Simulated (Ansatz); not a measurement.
Input file for Ansatz (a first-principles code): R-wB97M-V/def2-TZVPP on BHI2O (SMILES OB(I)I), a point of a torsion scan. Elements past Kr take the def2 small-core potentials; no spin–orbit coupling.

Ansatz 0.2 input:
```yaml
crystal:
  periodic: [false, false, false]
  atoms:
    - {symbol: O, position_ang: [-0.75991218, -0.75183943, -0.31112904]}
    - {symbol: B, position_ang: [0.28831863, 0.01262178, -0.09488920]}
    - {symbol: I, position_ang: [1.37795732, 0.65155856, -1.79359054]}
    - {symbol: I, position_ang: [0.81103691, 0.70829430, 1.85530681]}
    - {symbol: H, position_ang: [-1.54382863, -0.79944670, 0.23526491]}
basis:
  gaussian:
    orbitals: def2-TZVPP
hamiltonian:
  xc: {name: wB97M-V}
scf: {lower_state_search: off}
```

The head of its log:

```
WARN ansatz: RAYON_NUM_THREADS=1 ignored (pool sized by the plan → 1); use --threads N
Functional definition: wB97M-V
these checks for a lower state are left out or cut short: stability, starts, cluster_reference, orbital_swaps, neighbouring_geometries, increment
integrals: 0.13 GiB planned
1157 factors; their error is unknown
integrals: 0.17 GiB planned
238 factors; integrals over basis functions are off by at most 4.2e-5 eV
mean field: 1.11 GiB planned
mean field evaluation 1: about -18940.2279 eV, gradient 4.5e1 eV
mean field evaluation 2: about -18939.2777 eV, gradient 5.3e1 eV
```

Question: What total energy does the run end on?

Answer: -696.1747 hartree.
